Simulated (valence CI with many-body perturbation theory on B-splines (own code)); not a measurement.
## Sr24+: E2, M1, M2 decay

Computed by configuration interaction combined with many-body perturbation theory (CI+MBPT): four valence electrons over a frozen Dirac-Fock core [Ne], radial functions for each j: 11 s, 11 p, 10 d, 8 f, 5 g, 2 h, with the one-electron correlation potential Σ1, the two-electron term Σ2, the three-electron term Σ3, Breit, model QED; selected CI, second order for the rest, scaled by the run's own slope (own B-spline code, finite nucleus).

No measured spectrum was set against this ion. As an estimate, levels of excited configurations hold to 0.05 to 0.15 % of their energy, terms of the ground configuration to about 0.5 %. Among the levels kept, up to 640 cm⁻¹ of a level comes from second order outside the variational space, and about a tenth of that is noise between levels of different J, which matters for small intervals.

Lines 1 to 11 of 11 in falling wavelength, among levels below 2436400 cm⁻¹, chosen from the decays that carry over 1 % of a level's rate. Wavelengths and rates use the calculated energies, so an error of 400 cm⁻¹ moves a line at 855.2 Å by 0.34 % and its rate by three times that or more. Electric multipoles are in the length gauge, E1 and E2 with the static RPA response of the core. Weak lines are less certain than strong ones. Lines between different terms over intervals too small for the method are left out, as are lines whose strength nearly cancels. Branching is blank where the lifetime is uncertain.

Names give the largest LS component (configuration and term), which can be under half, so a name can repeat, a term be missing and a line seem to break the LS rules; names also repeat where a configuration has a term twice.

| λ vac (Å) | Upper | Lower | Type | A (s⁻¹) | Branch % |
| --- | --- | --- | --- | --- | --- |
| 3412 | 3s²3p² ³P_2 | 3s²3p² ³P_1 | M1 | 1.88e+02 | 93.4 |
| 1208 | 3s²3p3d ³F°_4 | 3s²3p3d ³F°_3 | M1 | 1.04e+04 |  |
| 1075 | 3s²3p² ³P_1 | 3s²3p² ³P_0 | M1 | 1.21e+04 | 100.0 |
| 855.2 | 3s²3p² ¹D_2 | 3s²3p² ³P_2 | M1 | 1.60e+04 | 45.8 |
| 817.4 | 3s²3p² ³P_2 | 3s²3p² ³P_0 | E2 | 1.33e+01 | 6.6 |
| 683.8 | 3s²3p² ¹D_2 | 3s²3p² ³P_1 | M1 | 1.90e+04 | 54.1 |
| 453.6 | 3s²3p² ¹S_0 | 3s²3p² ³P_1 | M1 | 9.55e+04 | 99.6 |
| 346.3 | 3s²3p3d ³F°_4 | 3s3p³ ³D°_3 | M1 | 1.38e+03 |  |
| 308.9 | 3s²3p3d ³F°_4 | 3s3p³ ³D°_2 | E2 | 1.27e+02 |  |
| 221.1 | 3s²3p3d ³F°_4 | 3s3p³ ⁵S°_2 | E2 | 2.00e+02 |  |
| 133.3 | 3s²3p3d ³F°_4 | 3s²3p² ¹D_2 | M2 | 2.70e+02 |  |
